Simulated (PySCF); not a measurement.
SiH₂Br₂, SMILES Br[SiH2]Br.

Geometry: r2SCAN-D4/def2-SVP.

Level of theory: PBE/def2-TZVPD in PySCF.

Isolated molecule, no solvent.

The total energy comes out as -5438.17890 hartree and the point group is C2v. The highest occupied level is -7.37 eV. The lowest empty level comes out as -1.75 eV, the orbital gap is 5.63 eV and the dipole moment is 1.00 D. The quadrupole, principal values (traceless, Buckingham form, about the centre of nuclear charge) is -1.77, -0.64, 2.41 D·Å and the mean static polarisability comes out as 73.4 bohr³ (10.88 Å³). The polarisability, principal values comes out as 60.0, 68.8, 91.4 bohr³.
